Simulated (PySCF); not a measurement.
Isomers of C6H9N3. Computed with TDDFT CAM-B3LYP/def2-SVPD, vertical, gas phase, core orbitals frozen in the response (PySCF 2.14.0, density-fitted response routines). Geometries: PBE0-D3(BJ)/def2-SVP; one conformer of each isolated species. Triplets are in the Tamm–Dancoff approximation.

A. `CCCc1ncncn1`
B. `C=CN1C(C)=NN=C1C`
C. `C=CCn1cc(C)nn1`

Lowest singlet levels (six at most, fewer where fewer were computed) with oscillator strengths:

1. 5.80 eV (f 0.006); 6.35 eV (f 0.101); 6.77 eV (f 0.005); 7.04 eV (f 0.018); 7.13 eV (f 0.115); 7.16 eV (f 0.047); T1 4.38 eV
2. 5.49 eV (f 0.000); 5.81 eV (f 0.077); 6.07 eV (f 0.377); 6.69 eV (f 0.015); 6.91 eV (f 0.028); 6.95 eV (f 0.006); T1 3.95 eV
3. 4.79 eV (f 0.005); 4.79 eV (f 0.000); 4.89 eV (f 0.000); 5.02 eV (f 0.010); 6.22 eV (f 0.003); 6.98 eV (f 0.105)

Question: Which spectrum belongs to which structure?

Answer: 1 = C, 2 = B, 3 = A.
- A: S1 at 4.79 eV, HOMO→LUMO (96%); Löwdin shares by element: HOMO nitrogen 71% or more, carbon 12% or more (atoms not listed hold the other 17%); LUMO carbon 43% or more, nitrogen 36% or more (atoms not listed hold the other 21%); HOMO -9.32 and LUMO -0.36 eV; point group Cs, 2 of its 6 listed states under f = 0.0005.
- B: S1 at 5.49 eV, HOMO-1→LUMO (82%), HOMO-1→LUMO+4 (10%); Löwdin shares by element: HOMO carbon 40% or more, nitrogen 39% or more (atoms not listed hold the other 21%); LUMO carbon 63% or more (atoms not listed hold the other 37%); HOMO -8.51 and LUMO 0.13 eV.
- C: S1 at 5.80 eV, HOMO-1→LUMO+1 (58%), HOMO-1→LUMO (17%), HOMO-1→LUMO+2 (8%); Löwdin shares by element: HOMO carbon 48% or more, nitrogen 30% or more (atoms not listed hold the other 22%); LUMO carbon 62% or more, hydrogen 12% or more (atoms not listed hold the other 26%); HOMO -8.49 and LUMO 0.65 eV.
